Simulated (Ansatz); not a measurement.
C2H6ClFSn, SMILES `[CH3][SnH]([F])[CH2]Cl`. Charge 0, multiplicity 1. Sn takes the def2 core potential. All single points use the PBE0-D4/def2-TZVP geometry. It is one conformer, not always the lowest.

```xyz
11

C    -1.254   -1.187   -0.574
Sn   -0.288    0.155    0.754
F     0.388   -0.940    2.200
C     1.487    1.014   -0.102
Cl    1.002    1.938   -1.552
H    -1.440   -0.690   -1.526
H    -0.607   -2.049   -0.736
H    -2.199   -1.520   -0.147
H    -1.261    1.333    1.511
H     2.192    0.246   -0.413
H     1.981    1.700    0.583
```

(1) What is the dipole moment at r2SCAN/def2-TZVPP? (An estimate is asked.)

(2) And with PBE, B3LYP, ωB97M-V? (Estimate.)

(3) Give the Mulliken charges with r2SCAN, B3LYP, ωB97M-V in def2-TZVPP. (An estimate is asked.)

Answers

(1) Computed: 1.41 D, with components (-0.66, 0.12, -1.24) D in this frame, pointing from negative to positive charge.

(2) The calculation gave: PBE 1.41 D, B3LYP 1.47 D, ωB97M-V 1.45 D.

(3) The calculation gave: 
```csv
atom,r2SCAN,B3LYP,ωB97M-V
C1,-0.48,-0.58,-0.60
Sn2,0.98,1.06,0.94
F3,-0.51,-0.51,-0.51
C4,-0.27,-0.37,-0.42
Cl5,-0.17,-0.16,-0.13
H6,0.11,0.13,0.15
H7,0.11,0.13,0.15
H8,0.11,0.13,0.15
H9,-0.12,-0.13,-0.09
H10,0.12,0.15,0.17
H11,0.12,0.15,0.17
```

B3LYP here is the variant with VWN-RPA as its local correlation; programs differ in this.
